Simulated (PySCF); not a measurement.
F4Te, SMILES [Te-](F)(F)(F)F, charge -1, multiplicity 2. Geometry optimised at B3LYP-D3(BJ)/def2-SVPD. The def2 effective core potentials stand for the cores of Te; spin–orbit coupling is left out.

The numbers are results of B3LYP-D3(BJ)/def2-SVPD in PySCF 2.14.0, not measurements.

Harmonic wavenumbers (cm⁻¹): 130, 145, 145, 226, 283, 372, 464, 478, 526. Rotational constants (GHz): 3.709, 2.283, 2.156; symmetry number 2.

Task: Work out the zero-point energy and the ideal-gas rigid-rotor harmonic-oscillator thermochemistry at 298.15 K and 1 atm.

Result: ZPE = ½ Σ hcν = ½ × 2770 cm⁻¹ = 3.96 kcal/mol. H − E(el) = 8.83 kcal/mol. Entropy in cal/(mol K): translation 41.84, rotation 25.89, vibration 14.97, spin 1.38, total 84.08. G − E(el) = -16.24 kcal/mol. Cp = 22.54 cal/(mol K). Modes under 150 cm⁻¹ make the vibrational entropy uncertain.
